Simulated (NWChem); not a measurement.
All runs are NWChem calculations. System: CClF, charge 0, spin multiplicity 1, at a geometry optimised with PBE/def2-SVP. The structure started from a generated list of species. Level: PBE/def2-TZVP.

NWChem printed:

```
             Northwest Computational Chemistry Package (NWChem) 7.3.0
             --------------------------------------------------------

                                NWChem Input Module
                                -------------------

 Scaling coordinates for geometry "geometry" by  1.889725989
 (inverse scale =  0.529177249)

 Turning off AUTOSYM since
 SYMMETRY directive was detected!

                             Geometry "geometry" -> ""
                             -------------------------

 Output coordinates in angstroms (scale by  1.889725989 to convert to a.u.)

  No.       Tag          Charge          X              Y              Z
 ---- ---------------- ---------- -------------- -------------- --------------
    1 F                    9.0000     0.25569600    -1.48459900     0.00000000
    2 C                    6.0000    -0.69287200    -0.58925200     0.00000000
    3 Cl                  17.0000     0.10917400     0.99393600     0.00000000

 Effective nuclear repulsion energy (a.u.)      84.9296794137

            Nuclear Dipole moment (a.u.)
            ----------------------------
        X                 Y               Z
 ---------------- ---------------- ----------------
    -0.0000188973     0.0000170075     0.0000000000

      Symmetry information
      --------------------

 Group name             Cs
 Group number              2
 Group order               2
 No. of unique centers     3

      Symmetry unique atoms

     1    2    3


 Summary of "ao basis" -> "" (spherical)
 ------------------------------------------------------------------------------
       Tag                 Description            Shells   Functions and Types
 ---------------- ------------------------------  ------  ---------------------
 *                         def2-tzvp                  on all atoms

  pbe96 is a nonlocal functional; adding pw91lda local functional.

                                 NWChem DFT Module
                                 -----------------

 Summary of "ao basis" -> "ao basis" (spherical)
 ------------------------------------------------------------------------------
       Tag                 Description            Shells   Functions and Types
 ---------------- ------------------------------  ------  ---------------------
 F                         def2-tzvp                11       31   5s3p2d1f
 C                         def2-tzvp                11       31   5s3p2d1f
 Cl                        def2-tzvp                13       37   5s5p2d1f
[...]
 Vector   15  Occ=2.000000D+00  E=-3.145155D-01  Symmetry=a'
              MO Center=  4.8D-02,  7.1D-01,  4.0D-16, r^2= 1.7D+00
   Bfn.  Coefficient  Atom+Function         Bfn.  Coefficient  Atom+Function
  ----- ------------  ---------------      ----- ------------  ---------------
    77      0.396910  3 Cl px                78     -0.343660  3 Cl py
    80      0.238203  3 Cl px                81     -0.211989  3 Cl py
    74      0.187215  3 Cl px                75     -0.160029  3 Cl py
     7     -0.155553  1 F  py                68     -0.153674  3 Cl px
    69      0.131913  3 Cl py                10     -0.126833  1 F  py

 Vector   16  Occ=2.000000D+00  E=-2.486718D-01  Symmetry=a'
              MO Center= -6.2D-01, -3.1D-01,  5.6D-15, r^2= 2.1D+00
   Bfn.  Coefficient  Atom+Function         Bfn.  Coefficient  Atom+Function
  ----- ------------  ---------------      ----- ------------  ---------------
    35      0.373340  2 C  s                 36      0.355157  2 C  s
    77      0.279479  3 Cl px                37     -0.274095  2 C  px
    80      0.219419  3 Cl px                34      0.215674  2 C  s
     6      0.195284  1 F  px                40     -0.195997  2 C  px
     9      0.159769  1 F  px                78      0.159359  3 Cl py

 Vector   17  Occ=0.000000D+00  E=-1.524915D-01  Symmetry=a"
              MO Center= -4.8D-01, -4.0D-01,  7.0D-16, r^2= 1.7D+00
   Bfn.  Coefficient  Atom+Function         Bfn.  Coefficient  Atom+Function
  ----- ------------  ---------------      ----- ------------  ---------------
    39      0.445607  2 C  pz                42      0.431945  2 C  pz
    45      0.309888  2 C  pz                82     -0.228868  3 Cl pz
     8     -0.214675  1 F  pz                79     -0.214270  3 Cl pz
    14     -0.186017  1 F  pz                11     -0.168184  1 F  pz
    76     -0.112647  3 Cl pz                70      0.084194  3 Cl pz

 Vector   18  Occ=0.000000D+00  E=-2.085773D-02  Symmetry=a'
              MO Center= -1.9D-01,  3.3D-01, -5.0D-16, r^2= 2.4D+00
   Bfn.  Coefficient  Atom+Function         Bfn.  Coefficient  Atom+Function
  ----- ------------  ---------------      ----- ------------  ---------------
    35      0.606381  2 C  s                 81      0.561237  3 Cl py
    67     -0.483900  3 Cl s                 41      0.378070  2 C  py
    38      0.327235  2 C  py                44      0.283915  2 C  py
    78      0.267783  3 Cl py                80      0.263470  3 Cl px
    40      0.258604  2 C  px                37      0.220728  2 C  px

 Vector   19  Occ=0.000000D+00  E= 6.295141D-02  Symmetry=a'
              MO Center= -2.7D-01, -8.0D-01, -1.1D-14, r^2= 3.3D+00
   Bfn.  Coefficient  Atom+Function         Bfn.  Coefficient  Atom+Function
  ----- ------------  ---------------      ----- ------------  ---------------
    36     -1.262520  2 C  s                  5      1.209906  1 F  s
    43     -0.862064  2 C  px                44      0.618468  2 C  py
    40     -0.383130  2 C  px                13      0.338106  1 F  py
    12     -0.330966  1 F  px                81     -0.305649  3 Cl py
    41      0.271351  2 C  py                67      0.235794  3 Cl s

 center of mass
 --------------
 x =   0.01034251 y =  -0.01487411 z =   0.00000000

 moments of inertia (a.u.)
 ------------------
         287.762379442429          -5.302273228182           0.000000000000
          -5.302273228182          26.489439280947           0.000000000000
           0.000000000000           0.000000000000         314.251818723376

     Multipole analysis of the density
     ---------------------------------

     L   x y z        total         alpha         beta         nuclear
     -   - - -        -----         -----         ----         -------
     0   0 0 0     -0.000000    -16.000000    -16.000000     32.000000

     1   1 0 0      0.328340      0.164179      0.164179     -0.000019
     1   0 1 0      0.022410      0.011197      0.011197      0.000017
     1   0 0 1      0.000000      0.000000      0.000000      0.000000

     2   2 0 0    -18.673351    -15.892214    -15.892214     13.111077
     2   1 1 0     -0.259836     -1.697448     -1.697448      3.135061
     2   1 0 1     -0.000000     -0.000000     -0.000000      0.000000
     2   0 2 0    -16.703018    -77.476716    -77.476716    138.250414
     2   0 1 1      0.000000      0.000000      0.000000      0.000000
     2   0 0 2    -16.547824     -8.273912     -8.273912      0.000000

 Task  times  cpu:        3.9s     wall:        3.9s

 Total times  cpu:        4.0s     wall:        4.0s
```

Question: Write an NWChem input that would produce this output.

Answer: One answer among several that fit: 
```
start mol
memory heap 200 mb stack 900 mb global 1100 mb
geometry units angstroms nocenter noautoz
  F      0.255696    -1.484599     0.000000
  C     -0.692872    -0.589252     0.000000
  Cl     0.109174     0.993936     0.000000
  symmetry group Cs
end
basis spherical
  * library def2-tzvp
end
dft
  xc xpbe96 cpbe96
  semidirect memsize 60000000 filesize 0
  iterations 100
end
task dft energy
```
